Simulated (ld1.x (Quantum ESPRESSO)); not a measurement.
**Before and after: TM potential for Au (Z = 79)**

```
Element                 : Au (Z = 79)
Generator               : ld1.x (Quantum ESPRESSO) 7.5
Type                    : norm-conserving Troullier–Martins (Kleinman–Bylander form)
Functional              : PW91
Relativity              : scalar-relativistic
Frozen core             : [Xe]
Valence charge          : 25
Reference configuration : 4f14 5d10 6s1 6p0
Partial waves           : 6s (bound): rc 2.45 bohr; 6p (bound, empty): rc 2.45 bohr; 5d (bound): rc 1.45 bohr; 4f (bound): rc 0.95 bohr
Local potential         : all-electron potential smoothed inside 1.55 bohr (lloc = -1)
Core correction         : a·sin(br)/r model core, default radius (core density twice the valence density)
```

All-electron outer shells of the reference configuration (PW91, scalar-relativistic, ld1.x):

```
shell  level (eV)  outermost node (bohr)  outermost maximum (bohr)
   5s     -108.48                   0.48                      0.84
   4f      -81.24                      –                      0.37
   5p      -59.86                   0.52                      0.96
   5d       -6.94                   0.56                      1.21
   6s       -5.83                   1.11                      2.32
   6p       -0.84                   1.32                      3.64
```

Change: wave 4f (bound): rc 0.95 bohr becomes 4f (bound): rc 0.58 bohr.

Cutoffs: the cutoffs (Ry, on a coarse ladder) from which the occupation-weighted sum of valence levels, in a spherical-Bessel basis at the reference potential, stays within 10 and 1 mRy of its value at 400 Ry; they do not see the model core or the augmentation charge, which bear on the density cutoff. Errors are all-electron minus pseudo energies relative to the spin-unpolarised reference configuration.

Problem. What does the change do?

Solution. The bound ghosts move from p, s to s; of the 7 tests that both files solve, the error grows in 1 and shrinks in 0 by more than 15 % and 0.3 meV (median size 38.7 → 38.8 meV).

```csv
quantity,base,changed
bound ghosts,"s, p",s
"error for 4f14 5d10 6s0 6p0, meV [ΔE 9.49 eV]",-16,-16
"error for 4f14 5d9 6s0 6p0, meV [ΔE 30.78 eV]",-33,-33
"error for 4f14 5d8 6s0 6p0, meV [ΔE 64.73 eV]",-162,-162
"error for 4f13 5d10 6s1 6p0, meV [ΔE 92.75 eV]",-1594,-2418
"error for 4f14 5d7 6s0 6p0, meV [ΔE 112.53 eV]",-499,-500
"error for 4f14 5d9 6s1 6p1, meV [ΔE 7.52 eV]",-39,-39
"error for 4f14 5d10 6s0 6p1, meV [ΔE 5.29 eV]",-5.4,-5.4
s: phases at 2.65 bohr within 0.05 rad from the reference energy up to (Ry; the scan ends near 5),n/a,n/a
p: phases at 2.65 bohr within 0.05 rad from the reference energy up to (Ry; the scan ends near 5),3.7,3.7
d: phases at 2.65 bohr within 0.05 rad from the reference energy up to (Ry; the scan ends near 5),to the end of the scan,to the end of the scan
f: phases at 2.65 bohr within 0.05 rad from the reference energy up to (Ry; the scan ends near 5),1.3,1.4
```

Base: These tests converged, but a pseudo level misses the all-electron one widely, so the file describes the atom poorly there or has found another state: 4f14 5d7 6s0 6p0: empty 6s by 4.6 eV (a node warning on the way). Changed file: These tests converged, but a pseudo level misses the all-electron one widely, so the file describes the atom poorly there or has found another state: 4f14 5d7 6s0 6p0: empty 6s by 4.6 eV (a node warning on the way). A true bound ghost makes a file unfit for plane-wave use even where its test errors are small: the radial tests pick states by their node count and pass the ghost by.
